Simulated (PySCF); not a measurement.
TaO2Cl, SMILES [O]=[Ta](=[O])[Cl], multiplicity 1. Atoms are numbered in the order given.

```xyz
4

Ta     0.2647    -0.1746     0.0000
O      0.9506     0.6135     1.3725
O      0.9506     0.6135    -1.3725
Cl    -2.0315     0.1725     0.0000
```
Charge 0, spin multiplicity 1.

Geometry optimised at PBE0-D3(BJ)/def2-SVP. The spin state was assumed, not searched. The def2 effective core potentials stand for the cores of Ta; spin–orbit coupling is left out.

The numbers are results of B3LYP/def2-TZVPD in PySCF, not measurements.

Symmetry labels are those of the subgroup Cs that the program uses (full group Cs).

Computed valence orbital energies around the gap with their symmetry:
| orbital | symmetry | energy (eV) |
|---|---|---|
| HOMO−7 | A' | -10.74 |
| HOMO−6 | A" | -10.66 |
| HOMO−5 | A" | -10.32 |
| HOMO−4 | A' | -10.12 |
| HOMO−3 | A' | -9.59 |
| HOMO−2 | A" | -9.09 |
| HOMO−1 | A' | -9.03 |
| HOMO | A" | -8.24 |
| LUMO | A' | -4.47 |
| LUMO+1 | A' | -2.58 |
| LUMO+2 | A" | -1.42 |
| LUMO+3 | A' | -0.72 |
